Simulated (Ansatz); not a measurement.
`c1csc(-c2cnc(-c3cnc(-c4cnc(-c5cnc(-c6cncs6)s5)s4)s3)s2)n1`. The state is a singlet with charge 0. Geometry r2SCAN-D4/def2-SVP; atoms count from 1.

```xyz
38

C     2.823   -4.409   -8.521
C     3.269   -3.113   -8.663
S     2.859   -2.200   -7.262
C     2.111   -3.641   -6.580
C     1.483   -3.649   -5.283
C     0.869   -4.735   -4.668
N     0.344   -4.513   -3.446
C     0.522   -3.265   -3.060
C     0.063   -2.754   -1.799
C    -0.620   -3.473   -0.819
N    -0.958   -2.793    0.293
C    -0.564   -1.537    0.235
C    -0.794   -0.586    1.288
C    -1.448   -0.833    2.492
N    -1.551    0.212    3.338
C    -0.994    1.299    2.843
C    -0.950    2.564    3.518
C    -0.403    3.779    3.120
N    -0.522    4.804    3.989
C    -1.158    4.430    5.083
C    -1.424    5.326    6.180
C    -1.071    6.667    6.260
N    -1.432    7.308    7.401
C    -2.057    6.502    8.214
S    -2.255    4.871    7.635
S    -1.657    2.748    5.096
S    -0.287    1.076    1.242
S     0.278   -1.118   -1.256
S     1.380   -2.269   -4.234
N     2.180   -4.696   -7.360
H     2.957   -5.191   -9.273
H     3.803   -2.662   -9.499
H     0.809   -5.719   -5.138
H    -0.871   -4.529   -0.936
H    -1.858   -1.811    2.749
H     0.104    3.933    2.163
H    -0.537    7.189    5.463
H    -2.445    6.787    9.195
```

Single mean-field runs in def2-TZVP are fitted with def2-universal-jkfit.

Question: Estimate the Mulliken populations of the heavy atoms from the PBE0/def2-TZVP orbitals of Ansatz.

Answer: 
```csv
atom,charge (e)
C1,-0.09
C2,-0.18
S3,0.03
C4,0.07
C5,0.11
C6,-0.12
N7,-0.20
C8,0.14
C9,0.02
C10,-0.11
N11,-0.20
C12,0.17
C13,-0.01
C14,-0.12
N15,-0.21
C16,0.23
C17,-0.09
C18,-0.11
N19,-0.20
C20,0.24
C21,-0.08
C22,-0.14
N23,-0.18
C24,-0.08
S25,0.04
S26,0.06
S27,0.00
S28,0.00
S29,0.00
N30,-0.22
```
Mulliken values depend strongly on the basis.

Question: And the Mayer bond orders between heavy atoms (over 0.3)?

Answer: C1–C2 1.65 (1.38 Å); C1–N30 1.34 (1.36 Å); C2–S3 1.24 (1.72 Å); S3–C4 1.28 (1.76 Å); C4–C5 1.00 (1.44 Å); C4–N30 1.61 (1.31 Å); C5–C6 1.51 (1.39 Å); C5–S29 1.21 (1.74 Å); C6–N7 1.38 (1.35 Å); N7–C8 1.55 (1.32 Å); C8–C9 1.02 (1.44 Å); C8–S29 1.27 (1.76 Å); C9–C10 1.50 (1.39 Å); C9–S28 1.22 (1.74 Å); C10–N11 1.39 (1.35 Å); N11–C12 1.54 (1.32 Å); C12–C13 1.02 (1.44 Å); C12–S28 1.27 (1.76 Å); C13–C14 1.51 (1.39 Å); C13–S27 1.22 (1.74 Å); C14–N15 1.39 (1.35 Å); N15–C16 1.55 (1.32 Å); C16–C17 1.00 (1.43 Å); C16–S27 1.25 (1.76 Å); C17–C18 1.49 (1.39 Å); C17–S26 1.25 (1.74 Å); C18–N19 1.41 (1.35 Å); N19–C20 1.52 (1.32 Å); C20–C21 1.00 (1.44 Å); C20–S26 1.28 (1.76 Å); C21–C22 1.56 (1.39 Å); C21–S25 1.22 (1.74 Å); C22–N23 1.35 (1.36 Å); N23–C24 1.66 (1.30 Å); C24–S25 1.30 (1.74 Å).
